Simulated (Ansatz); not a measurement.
Ansatz (an electronic-structure program) input (B3LYP-D3(BJ)/def2-TZVP):

Ansatz 0.2 input:
```yaml
crystal:
  periodic: [false, false, false]
  atoms:
    - {symbol: Al, position_ang: [-0.00000000, -0.00000000, -1.70357231]}
    - {symbol: Br, position_ang: [0.00000000, 0.00000000, 0.63275543]}
basis:
  gaussian:
    orbitals: def2-TZVP
hamiltonian:
  xc: b3lyp
  dispersion: d3bj
phonons: {temperatures: {t_min: 298.15, t_max: 298.15, t_step: 100}}
```

Output:

```
Functional definition: B3LYP
integrals: 0.02 GiB planned
672 factors; their error is unknown
mean field: 0.22 GiB planned
mean field evaluation 1: about -76645.2491 eV, gradient 1.2e1 eV
mean field evaluation 2: about -76644.8012 eV, gradient 1.8e1 eV
mean field evaluation 4: about -76645.8138 eV, gradient 3.9e-1 eV
mean field evaluation 8: about -76646.1705 eV, gradient 6.6e-2 eV
mean field -76646.17053283 eV, -2816.6948144411 hartree, gradient 6.2e-6 eV, S^2 0.000000; 0 other end points of the search recorded, 0 dependent functions left out
the calculation of the forces begins
reference -76646.17071077 eV, -2816.6948209803 hartree; 24, 24 occupied and 61, 61 virtual orbitals, 672 factors
these checks for a lower state are left out or cut short: stability, starts, cluster_reference, orbital_swaps, neighbouring_geometries, increment
integrals: 0.02 GiB planned
672 factors; their error is unknown
mean field: 0.22 GiB planned
mean field evaluation 16: about -76645.8138 eV, gradient 3.2e-1 eV
mean field -76646.17053283 eV, -2816.6948144413 hartree, gradient 1.3e-6 eV, S^2 0.000000; 0 other end points of the search recorded, 0 dependent functions left out
the calculation of the forces begins
reference -76646.17071077 eV, -2816.6948209805 hartree; 24, 24 occupied and 61, 61 virtual orbitals, 672 factors
these checks for a lower state are left out or cut short: stability, starts, cluster_reference, orbital_swaps, neighbouring_geometries, increment
integrals: 0.02 GiB planned
672 factors; their error is unknown
mean field: 0.22 GiB planned
mean field -76646.17053283 eV, -2816.6948144413 hartree, gradient 1.3e-6 eV, S^2 0.000000; 0 other end points of the search recorded, 0 dependent functions left out
the calculation of the forces begins
reference -76646.17071077 eV, -2816.6948209805 hartree; 24, 24 occupied and 61, 61 virtual orbitals, 672 factors
these checks for a lower state are left out or cut short: stability, starts, cluster_reference, orbital_swaps, neighbouring_geometries, increment
integrals: 0.02 GiB planned
672 factors; their error is unknown
mean field: 0.22 GiB planned
mean field evaluation 32: about -76645.8138 eV, gradient 3.2e-1 eV
mean field -76646.17053283 eV, -2816.6948144413 hartree, gradient 1.3e-6 eV, S^2 0.000000; 0 other end points of the search recorded, 0 dependent functions left out
the calculation of the forces begins
reference -76646.17071077 eV, -2816.6948209805 hartree; 24, 24 occupied and 61, 61 virtual orbitals, 672 factors
these checks for a lower state are left out or cut short: stability, starts, cluster_reference, orbital_swaps, neighbouring_geometries, increment
integrals: 0.02 GiB planned
672 factors; their error is unknown
mean field: 0.22 GiB planned
mean field -76646.17053283 eV, -2816.6948144413 hartree, gradient 1.3e-6 eV, S^2 0.000000; 0 other end points of the search recorded, 0 dependent functions left out
the calculation of the forces begins
reference -76646.17071077 eV, -2816.6948209805 hartree; 24, 24 occupied and 61, 61 virtual orbitals, 672 factors
these checks for a lower state are left out or cut short: stability, starts, cluster_reference, orbital_swaps, neighbouring_geometries, increment
integrals: 0.02 GiB planned
672 factors; their error is unknown
mean field: 0.22 GiB planned
mean field -76646.17049413 eV, -2816.6948130190 hartree, gradient 1.3e-6 eV, S^2 0.000000; 0 other end points of the search recorded, 0 dependent functions left out
the calculation of the forces begins
reference -76646.17067204 eV, -2816.6948195571 hartree; 24, 24 occupied and 61, 61 virtual orbitals, 672 factors
these checks for a lower state are left out or cut short: stability, starts, cluster_reference, orbital_swaps, neighbouring_geometries, increment
integrals: 0.02 GiB planned
672 factors; their error is unknown
mean field: 0.22 GiB planned
mean field -76646.17051246 eV, -2816.6948136926 hartree, gradient 1.3e-6 eV, S^2 0.000000; 0 other end points of the search recorded, 0 dependent functions left out
the calculation of the forces begins
reference -76646.17069043 eV, -2816.6948202328 hartree; 24, 24 occupied and 61, 61 virtual orbitals, 672 factors
these checks for a lower state are left out or cut short: stability, starts, cluster_reference, orbital_swaps, neighbouring_geometries, increment
integrals: 0.02 GiB planned
672 factors; their error is unknown
mean field: 0.22 GiB planned
mean field evaluation 64: about -76645.8138 eV, gradient 3.2e-1 eV
mean field -76646.17053283 eV, -2816.6948144413 hartree, gradient 1.3e-6 eV, S^2 0.000000; 0 other end points of the search recorded, 0 dependent functions left out
the calculation of the forces begins
reference -76646.17071077 eV, -2816.6948209805 hartree; 24, 24 occupied and 61, 61 virtual orbitals, 672 factors
these checks for a lower state are left out or cut short: stability, starts, cluster_reference, orbital_swaps, neighbouring_geometries, increment
integrals: 0.02 GiB planned
672 factors; their error is unknown
mean field: 0.22 GiB planned
mean field -76646.17053283 eV, -2816.6948144413 hartree, gradient 1.3e-6 eV, S^2 0.000000; 0 other end points of the search recorded, 0 dependent functions left out
the calculation of the forces begins
reference -76646.17071077 eV, -2816.6948209805 hartree; 24, 24 occupied and 61, 61 virtual orbitals, 672 factors
these checks for a lower state are left out or cut short: stability, starts, cluster_reference, orbital_swaps, neighbouring_geometries, increment
integrals: 0.02 GiB planned
672 factors; their error is unknown
mean field: 0.22 GiB planned
mean field -76646.17053283 eV, -2816.6948144413 hartree, gradient 1.3e-6 eV, S^2 0.000000; 0 other end points of the search recorded, 0 dependent functions left out
the calculation of the forces begins
reference -76646.17071077 eV, -2816.6948209805 hartree; 24, 24 occupied and 61, 61 virtual orbitals, 672 factors
these checks for a lower state are left out or cut short: stability, starts, cluster_reference, orbital_swaps, neighbouring_geometries, increment
integrals: 0.02 GiB planned
672 factors; their error is unknown
mean field: 0.22 GiB planned
mean field -76646.17053283 eV, -2816.6948144413 hartree, gradient 1.3e-6 eV, S^2 0.000000; 0 other end points of the search recorded, 0 dependent functions left out
the calculation of the forces begins
reference -76646.17071077 eV, -2816.6948209805 hartree; 24, 24 occupied and 61, 61 virtual orbitals, 672 factors
these checks for a lower state are left out or cut short: stability, starts, cluster_reference, orbital_swaps, neighbouring_geometries, increment
integrals: 0.02 GiB planned
672 factors; their error is unknown
mean field: 0.22 GiB planned
mean field evaluation 96: about -76645.8138 eV, gradient 3.3e-1 eV
mean field -76646.17051246 eV, -2816.6948136926 hartree, gradient 1.3e-6 eV, S^2 0.000000; 0 other end points of the search recorded, 0 dependent functions left out
the calculation of the forces begins
reference -76646.17069043 eV, -2816.6948202328 hartree; 24, 24 occupied and 61, 61 virtual orbitals, 672 factors
these checks for a lower state are left out or cut short: stability, starts, cluster_reference, orbital_swaps, neighbouring_geometries, increment
integrals: 0.02 GiB planned
672 factors; their error is unknown
mean field: 0.22 GiB planned
mean field -76646.17049413 eV, -2816.6948130190 hartree, gradient 1.3e-6 eV, S^2 0.000000; 0 other end points of the search recorded, 0 dependent functions left out
the calculation of the forces begins
reference -76646.17067204 eV, -2816.6948195571 hartree; 24, 24 occupied and 61, 61 virtual orbitals, 672 factors
Total energy: -76646.26329984 eV, -2816.6982235658 hartree
Atom 0 at    -0.000000    -0.000000    -1.703572 Å, force    -0.000000    -0.000000    -0.000015 eV/Å
Atom 1 at     0.000000     0.000000     0.632755 Å, force     0.000000     0.000000     0.000015 eV/Å
Dipole moment:     0.000000    -0.000000    -0.397793 e Å
Vibrations: 357.14 cm⁻¹, zero-point energy 0.022140 eV
```
